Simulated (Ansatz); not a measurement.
Cl₂Sn, charge -1, doublet, at a GFN2-xTB geometry (such geometries of metal compounds can be far from the true shape) (a state made from the parent by changing its charge; the spin is typed, not shown lowest) (all electrons, no relativity) (a gas-phase anion, which may not be bound at this level). Base run: R2SCAN/3-21G (Ansatz, a program for electronic structure).

Here is a job for Ansatz.
Ansatz 0.2 input:
```yaml
crystal:
  periodic: [false, false, false]
  atoms:
    - {symbol: Sn, position_ang: [0.01076359, -0.01024665, 0.63912643]}
    - {symbol: Cl, position_ang: [1.23230621, 1.55893049, -0.93616015]}
    - {symbol: Cl, position_ang: [-1.26396382, -1.52879329, -0.94362347]}
basis:
  gaussian:
    orbitals: 3-21G.json
hamiltonian:
  xc: r2scan
total_charge: -1
magnetization: {spin_polarized: true, initial_magnetization: 1}
```
The basis file holds 3-21G in the JSON format of the Basis Set Exchange.

The base run was repeated with changes; each row names its change, and settings that it needs were set with it.

```csv
change,basis functions,E (Eh)
base,59,-6915.17237
basis = STO-3G,___,___
basis = def2-SV(P),62,-1134.59127
basis = def2-SVP,62,-1134.59127
basis = def2-SVPD,___,___
basis = def2-TZVP,124,-1134.92215
basis = def2-TZVPP,134,-1134.92219
basis = def2-TZVPD,___,___
basis = def2-QZVPP,222,-1134.95414
basis = def2-QZVP,222,-1134.95414
```

### Question
Some entries are withheld; supply them.

### Answer

- basis = STO-3G, basis functions: 45
- basis = STO-3G, E (Eh): -6875.90695
- basis = def2-SVPD, basis functions: 86
- basis = def2-SVPD, E (Eh): -1134.62284
- basis = def2-TZVPD, basis functions: 148
- basis = def2-TZVPD, E (Eh): -1134.92678

Totals compare only among sets that treat the same electrons; sets with core potentials leave the core out.

A gas-phase anion may not be bound at this level; its values then depend on the basis.
